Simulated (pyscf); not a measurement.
## BH₂•, doublet

Gas-phase minimum from PySCF at ωB97X-D3(BJ)/def2-SVP, one conformer. 

SMILES: [BH2]
```xyz
3

B     -0.1364    -0.4364     0.5430
H     -0.6081     0.2495     1.4154
H     -0.6947    -1.1519    -0.2510
```
Charge 0, spin multiplicity 2.

Bonds (Å): B1–H2 1.206, B1–H3 1.206. Bond angles (°): H2–B1–H3 129.3.

Properties at ωB97X-D3(BJ)/def2-SVP:

- Harmonic wavenumbers, unscaled: 991, 2584, 2761 cm⁻¹
- Zero-point energy: 9.1 kcal/mol
- Rotational symmetry number: 2
- Entropy of this conformer at 298 K and 1 atm, rigid rotor and harmonic oscillator, modes under 100 cm⁻¹ raised to 100: 194.2 J/(mol K)
- Dipole moment: 0.54 D
- Spin expectation value S2: 0.751

Single-point totals, which compare only within one level (frozen core for MP2 and CC):

```json
[
 {"level": "ωB97X-D3(BJ)/def2-TZVP", "total energy (hartree)": "-25.95854"},
 {"level": "PBE/def2-TZVP", "total energy (hartree)": "-25.88274"},
 {"level": "r²SCAN/def2-TZVP", "total energy (hartree)": "-25.91620"},
 {"level": "B3LYP-D3(BJ)/def2-TZVP", "total energy (hartree)": "-25.94679"},
 {"level": "PBE0-D3(BJ)/def2-TZVP", "total energy (hartree)": "-25.89476"},
 {"level": "M06-2X/def2-TZVP", "total energy (hartree)": "-25.92168"},
 {"level": "ωB97M-D3(BJ)/def2-TZVP", "total energy (hartree)": "-25.94077"},
 {"level": "UHF/def2-TZVPP", "total energy (hartree)": "-25.76039"},
 {"level": "MP2/def2-TZVPP", "total energy (hartree)": "-25.84261"},
 {"level": "CCSD/def2-TZVPP", "total energy (hartree)": "-25.86128"},
 {"level": "CCSD(T)/def2-TZVPP", "total energy (hartree)": "-25.86324"}
]
```

The CCSD(T) − MP2 part came from Ansatz, without density fitting, on the same reference.
